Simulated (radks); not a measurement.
Results of a calculation; reference values are marked as such.
Initial-state core-level shifts of neutral scandium when its valence configuration changes from [Ar] 3d1 4s2. Level of theory: scalar-relativistic Kohn-Sham, PBE, spin-unpolarised, spherical densities, finite nucleus; Fermi nuclear charge, rms radius 3.5459 fm (a radial shooting solver on a logarithmic mesh with Libxc functionals). Shifts are changes of the shell-averaged eigenvalues in eV (positive: less bound); the change of the density at the nucleus, which sets a Mossbauer isomer shift, is in e/bohr^3, on a base of 7299.

[
 {"valence": "3d1 4s1.5 4p0.5", "1s": "-0.671", "2s": "-0.650", "2p": "-0.651", "3s": "-0.658", "density at nucleus": "-1.2479"},
 {"valence": "3d3", "1s": "+3.623", "2s": "+4.517", "2p": "+4.433", "3s": "+3.991", "density at nucleus": "-6.3894"},
 {"valence": "3d2 4s1", "1s": "+2.732", "2s": "+3.291", "2p": "+3.239", "3s": "+2.895", "density at nucleus": "-3.7735"},
 {"valence": "4s2 4p1", "1s": "-6.261", "2s": "-7.191", "2p": "-7.106", "3s": "-6.120", "density at nucleus": "+3.0221"},
 {"valence": "3d2 4p1", "1s": "+1.702", "2s": "+2.362", "2p": "+2.302", "3s": "+1.894", "density at nucleus": "-6.2159"},
 {"valence": "3d1.5 4s1.5", "1s": "+1.653", "2s": "+1.975", "2p": "+1.945", "3s": "+1.720", "density at nucleus": "-2.1127"},
 {"valence": "3d1 4p2", "1s": "-2.538", "2s": "-2.461", "2p": "-2.464", "3s": "-2.485", "density at nucleus": "-5.5144"},
 {"valence": "3d1 4s1 4p1", "1s": "-1.315", "2s": "-1.273", "2p": "-1.275", "3s": "-1.288", "density at nucleus": "-2.5905"},
 {"valence": "3d0.5 4s2 4p0.5", "1s": "-2.907", "2s": "-3.316", "2p": "-3.279", "3s": "-2.891", "density at nucleus": "+1.3614"}
]
